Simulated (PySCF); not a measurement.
## Identify the compound

An unknown has the formula C4HClF3N. Its calculated NMR data are:

1H NMR (400 MHz, computed): δ 6.85 (m, 1H).

13C{1H} NMR (computed): δ 145.1, 130.4, 129.8, 116.5.

Computed data (PySCF 2.14): shieldings: GIAO PBE0/pcSseg-1, structure optimised with GFN2-xTB. A single conformation, non-relativistic, no solvent model, one averaged value for each set of equivalent atoms.

Referencing at the same level of theory: TMS for 1H (σ = 31.72 ppm), 13C (σ = 186.93 ppm).

Deduce the structure.

Answers


Rings plus π bonds: 3 (no ring in the answer). 4 carbon signals for 4 carbons: no two carbons are equivalent. Carbon types of the structure: 3 × C, 1 × CH, which accounts for all hydrogens. δC 145.1: alkene CH; as expected for a trigonal carbon in a double bond. δC 130.4: fully substituted alkene carbon; an sp2 carbon of a C=C bond. δC 129.8: CF3 carbon; 3 electronegative neighbours deshield it. δC 116.5: nitrile carbon; C≡N carbons fall here, among the sp2 signals but without a proton. δH 6.85: hydrogen on an alkene CH; olefinic region.

The compound is SMILES FC(/C=C(\C#N)Cl)(F)F.

The data come from this structure; uniqueness wasn't tested.

Carbons that carry Cl, above all several Cl atoms, come out too deshielded, partly because spin–orbit coupling is missing. Splittings by 19F in the carbon and heteronuclear signals aren't shown, as no couplings were computed. Shifts are as computed. Against solution values, carbons near 30 ppm lie about +3 ppm off and those near 130 ppm about +5 ppm; carbons on Cl a further +6 ppm. Of 1211 compounds with measured shifts, 218 miss one by over three times the rms of a fit or turn the order of signals round; such compounds aren't used in these exercises.
